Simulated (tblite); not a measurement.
C₆H₇NOS (charge -1 and doublet state).
Atom-mapped SMILES: `[CH3:1][NH:2][c:3]1[cH:4][cH:5][c:6]([CH:7][O-:8])[s:9]1` (hydrogens: H10, H11, H12 on C1; H13 on N2; H14 on C4; H15 on C5; H16 on C7)

Cartesian coordinates in Å at the GFN2-xTB level; atoms count from 1:
```xyz
16
C6H7NOS angstrom
C      2.777    0.127   -0.249
N      1.757    0.488   -1.227
C      0.438    0.318   -0.774
C     -0.350    1.259   -0.151
C     -1.575    0.788    0.288
C     -1.781   -0.586    0.060
C     -2.881   -1.390    0.355
O     -3.944   -1.027    0.909
S     -0.356   -1.279   -0.737
H      2.732   -0.929    0.055
H      2.633    0.744    0.638
H      3.765    0.333   -0.668
H      1.904   -0.054   -2.075
H     -0.027    2.286   -0.062
H     -2.338    1.388    0.754
H     -2.763   -2.457    0.052
```

Calculated harmonic vibrations of the isolated species, GFN2-xTB (tblite), most abundant isotopes, no scaling. Against measured fundamentals such values can be off by several per cent, at times by over 20. One conformer, not necessarily the lowest. Open shells enter through the occupations alone, without spin polarisation, and single modes of such species can be off by tens of per cent.

Harmonic wavenumbers (cm⁻¹): 53.9, 68.6, 153.6, 158.2, 192.1, 234.2, 319.0, 339.9, 377.5, 448.0, 480.9, 520.8, 647.0, 686.0, 702.2, 781.2, 809.2, 816.1, 824.4, 981.3, 1045.3, 1095.3, 1110.4, 1125.5, 1142.4, 1216.6, 1354.4, 1374.7, 1391.2, 1402.3, 1448.0, 1486.4, 1501.4, 1509.0, 1619.3, 2631.7, 2864.1, 2959.3, 3003.4, 3058.6, 3112.6, 3314.7.

A = 3964, B = 791.0, C = 698.7 MHz; mass 141.025 u (most abundant isotopes); point group C1, symmetry number 1; spin multiplicity 2.

Question: Zero-point energy?

Answer: Half the sum of the wavenumbers: 25180 cm⁻¹ = 72.00 kcal/mol.

Question: Entropy at 298.15 K, 1 bar (ideal gas, RRHO, classical rotation)?

Answer: Translation 40.77, rotation 29.37, vibration 26.20, spin (R ln 2) 1.38: S = 97.7 cal/(mol K).

Question: And Cp and H(298.15 K) − H(0)?

Answer: Cp = 35.91 cal/(mol K), of which vibrations give 27.96 (their classical limit is 42 R = 83.5); H(298.15 K) − H(0) = 6.57 kcal/mol without the zero-point energy, 4.20 from vibrations.

Question: What must be added to the electronic energy to get the Gibbs energy at 298.15 K and 1 bar?

Answer: ZPE + [H(298.15 K) − H(0)] − T·S = 72.00 + 6.57 − 29.14 = 49.43 kcal/mol.

Question: How do the functions run with temperature in this model?

Answer: 
| T (K) | S (cal/(mol K)) | Cp (cal/(mol K)) | H − H(0) (kcal/mol) | G − H(0) (kcal/mol) | ln q(vib) |
| --- | --- | --- | --- | --- | --- |
| 150 | 78.2 | 22.4 | 2.24 | -9.49 | 2.58 |
| 250 | 91.8 | 31.6 | 4.94 | -18.00 | 4.95 |
| 400 | 109.5 | 44.4 | 10.67 | -33.13 | 8.51 |
| 600 | 130.0 | 57.1 | 20.89 | -57.13 | 13.13 |
| 900 | 155.6 | 68.8 | 39.94 | -100.12 | 19.57 |

q(vib) and H(0) count from the zero-point level.

Hindered rotation and anharmonicity are outside this model. Other conformers, if any are populated, would add a mixing term that is left out. The structure is chiral; the term R ln 2 for an equal mix with its mirror image is left out.

Time: 0.47 s. Hardware: Arm Neoverse V2, one thread, no GPU, on a shared host. This covers the Hessian and the dipole derivatives.
